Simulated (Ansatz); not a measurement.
Gas-phase electronic energies from Ansatz, PBE0-D4/def2-TZVP geometries. CCSD(T)/CBS adds triple-zeta CCSD(T) − MP2 to the extrapolated MP2 energy (def2 sets, frozen cores). This one scheme is used for every species, atoms too. Functionals use def2-TZVPP. No spin–orbit coupling; open shells (•) take unrestricted orbitals. Spin–orbit coupling would lower the free atoms: a little for Si; clearly for Ge. Bonds to Ge are less sure, by a few kJ/mol each and by 10 to 20 or more in all where they break to atoms, as the def2 sets lack core-valence functions. Scalar relativity is left out up to krypton. Each species was taken in one conformer, which may not be the lowest.

`N[SiH2][NH][GeH2][NH2]` → Ge• + 9 H• + 3 N• + Si•  (atomization)

CCSD(T)/CBS gives +4573.9 kJ/mol.

**Question.** Another level gave +4431.5 kJ/mol. Which?
A. CCSD(T)/def2-TZVPP
B. PBE-D4/def2-TZVPP
C. SCS-MP2/def2-TZVPP
D. r2SCAN-D4/def2-TZVPP

**Answer.** A. CCSD(T)/def2-TZVPP 4431.5, SCS-MP2/def2-TZVPP 4496.1, PBE-D4 4587.3, r2SCAN-D4 4522.3 kJ/mol.

Largest T1 diagnostic among the species: 0.012.

From PBE to PBE0 (25 % exact exchange), in def2-TZVPP and without D4, ΔE moves by −71.0 kJ/mol: exact exchange takes away binding that semilocal exchange gives to molecules. The D4 term adds +48.6 kJ/mol with B3LYP and +25.9 kJ/mol with PBE0; it sums over pairs of atoms, weighted by their polarisabilities, and B3LYP, whose exchange is more repulsive, gets the larger term.

B3LYP here is the variant with VWN-RPA as its local correlation; programs differ in this.

For atomizations the MP2-based limit and the directly extrapolated one differ by several kJ/mol either way, and by 10 to 25 for some Ge, Se and Sn compounds, so smaller differences from it don't rank the levels.
